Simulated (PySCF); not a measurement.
ClH6NSi3, SMILES [SiH]1(Cl)[SiH2]N[SiH2]1. Heavy atoms are numbered as in [Cl:1][SiH:2]1[SiH2:3][NH:4][SiH2:5]1. Hydrogens are named by the atom that carries them.

Geometry: PBE0-D3(BJ)/def2-SVP. The structure was generated by enumeration, and PubChem lists no compound with its InChIKey, so it may never have been made.

The numbers are results of PBE/def2-TZVP (PySCF), not measurements.

ESP charges are fitted to the potential on shells at 1.4 to 2.0 van der Waals radii. Atomic charges (e), one atom of each kind:

```csv
atom,Löwdin,ESP fit,IAO
Cl1,0.21,-0.10,[?]
Si2 (SiH),-0.18,-0.06,[?]
Si3 (SiH2),0.08,0.37,0.57
N4 (NH),-0.19,-0.64,-0.89
H on Si2,-0.02,0.03,[?]
H on Si3,-0.04,-0.08,-0.12
H on N4,0.16,0.35,0.27
```

**Question.** Fill in the missing entries. (An estimate is asked for; the answer gives what the named calculation found.)

**Answer.** 
- Cl1, IAO: -0.29
- Si2 (SiH), IAO: 0.33
- H on Si2, IAO: -0.08

Computed Mayer and Wiberg (Löwdin basis) orders of the bonds:
| bond | Mayer | Wiberg |
|---|---|---|
| Cl1–Si2 | 1.13 | 1.83 |
| Si2–Si3 | 0.91 | 1.06 |
| Si3–N4 | 1.13 | 1.40 |
| Si2–Si5 | 0.91 | 1.06 |
| N4–Si5 | 1.13 | 1.40 |
